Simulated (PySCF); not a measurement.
CH8Si2, SMILES [SiH3]C[SiH3] (connectivity only; charge and spin as stated), charge +1, multiplicity 2. Atoms are numbered in the order given.

```xyz
11

Si     1.4503     0.0018    -0.2607
C      0.0000     0.0000     1.0800
Si    -1.4503    -0.0018    -0.2607
H      2.4201     0.5370     0.7600
H      1.6755    -1.3933    -0.6967
H      1.1500     0.9546    -1.3570
H     -0.1098     0.9007     1.7038
H      0.1098    -0.9007     1.7038
H     -1.1500    -0.9546    -1.3570
H     -1.6755     1.3933    -0.6967
H     -2.4201    -0.5370     0.7600
```
Charge +1, spin multiplicity 2.

The structure is a stationary point at PBE0-D3(BJ)/def2-SVP. The multiplicity is an assumed one; other spin states were not compared.

Calculation: PBE0-D3(BJ)/def2-SVP in PySCF.

Frequencies are harmonic and unscaled.

Computed vibrational spectrum:
| mode | ν (cm⁻¹) | IR (km/mol) | moving atoms (share of kinetic energy) |
|---|---|---|---|
| 1 | 149 | 0.9 | H 84 %, C 13 % |
| 2 | 157 | 0.0 | H 51 %, Si 42 % |
| 3 | 205 | 0.2 | H 66 %, Si 30 % |
| 4 | 396 | 60.4 | H 90 % |
| 5 | 440 | 45.9 | C 46 %, H 28 %, Si 27 % |
| 6 | 467 | 0.0 | H 46 %, Si 28 %, C 26 % |
| 7 | 510 | 16.3 | H 77 %, C 15 %, Si 8 % |
| 8 | 552 | 0.2 | H 95 % |
| 9 | 653 | 3.7 | H 96 % |
| 10 | 718 | 40.6 | H 52 %, C 34 %, Si 13 % |
| 11 | 783 | 53.9 | H 85 %, C 13 % |
| 12 | 812 | 146.9 | H 92 % |
| 13 | 846 | 121.2 | H 86 % |
| 14 | 847 | 21.8 | H 95 % |
| 15 | 858 | 52.2 | H 89 % |
| 16 | 861 | 3.8 | H 95 % |
| 17 | 920 | 12.4 | H 97 % |
| 18 | 931 | 67.5 | H 97 % |
| 19 | 1369 | 14.3 | H 92 % |
| 20 | 2126 | 173.1 | H 97 % |
| 21 | 2140 | 5.4 | H 97 % |
| 22 | 2294 | 5.8 | H 98 % |
| 23 | 2300 | 18.2 | H 97 % |
| 24 | 2330 | 0.1 | H 96 % |
| 25 | 2333 | 29.6 | H 96 % |
| 26 | 3112 | 28.5 | H 95 % |
| 27 | 3207 | 33.2 | H 90 %, C 10 % |
